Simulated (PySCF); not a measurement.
Compound: C5H7FSi.
Numbering: `[CH:1]#[C:2][Si@@H:3]1[CH2:4][C@H:5]1[CH2:6][F:7]`

Probes without a nucleus sit at each ring's centroid and 1 Å off its mean plane on both sides; NICS is minus the shielding there, NICSzz its component along the normal. Level: GIAO PBE0/pcSseg-1 (PySCF, non-relativistic, gas phase) on the GFN2-xTB geometry, one conformer.

Ring bond lengths (Å), with Mayer bond orders in brackets: Si3–C4 1.886 (0.94), C4–C5 1.539 (0.86), C5–Si3 1.894 (0.89).

Problem. Give the NICS values of each ring in ppm.

Solution. 
```json
{"ring": "Si3–C4–C5", "type": "3-membered ring with Si; formal bonds all single", "NICS(0)": "-25.8", "NICS(1), two faces": "-8.0 / -7.9", "NICS(1)zz, two faces": "-16.1 / -15.9", "rms pucker (Å)": "0.00", "centre to ring atoms, mean (Å)": "1.02"}
```

Problem. What can be read from them?

Solution. 
- Si3–C4–C5: mean NICS(1)zz -16.0 ppm, shielded. Si3, C4, C5 have four or more neighbours; no verdict on aromaticity is drawn. NICS(0) lies 18 ppm below the mean NICS(1).

Problem. At the first NICS(1) probe listed for ring Si3–C4–C5, 1 Å off the ring, what do the in-plane components average?

Solution. The isotropic value is a third of the trace: (3 × -8.0 − (-16.1))/2 = -3.9 ppm.

Problem. Give the inner angles of the rings and the Hirshfeld charges of the ring atoms.

Solution. 
- Si3–C4–C5: Si3 48.1° (+0.350 e), C4 66.3° (-0.164 e), C5 65.7° (-0.120 e); sum 180.0° against 180° for a flat convex ring.

Problem. How shielded are the nuclei of the rings and their hydrogens (means over atoms taken as equivalent)?

Solution. 
| atoms | environment | σ isotropic (ppm) | principal values of the symmetric part, first atom (ppm) |
| --- | --- | --- | --- |
| Si3 | SiH silicon | 489.6 | 385.7, 394.4, 688.6 |
| C4 | sp3 carbon bound to silicon | 184.9 | 163.8, 182.9, 208.0 |
| C5 | sp3 carbon bound to silicon | 168.8 | 137.0, 163.2, 206.2 |
| H on Si3 | Si–H hydrogen | 28.36 | 22.7, 26.6, 35.8 |
| H on C4 | methylene hydrogen | 30.75 | 25.8, 26.7, 39.7 |
| H on C4 | methylene hydrogen | 31.54 | 26.1, 28.2, 40.3 |
| H on C5 | methine hydrogen | 29.91 | 24.6, 28.2, 36.9 |

Conformer computed: `[CH:1]#[C:2][Si@@H:3]1[CH2:4][C@H:5]1[CH2:6][F:7]`: C4–C5–C6–F7 157°.
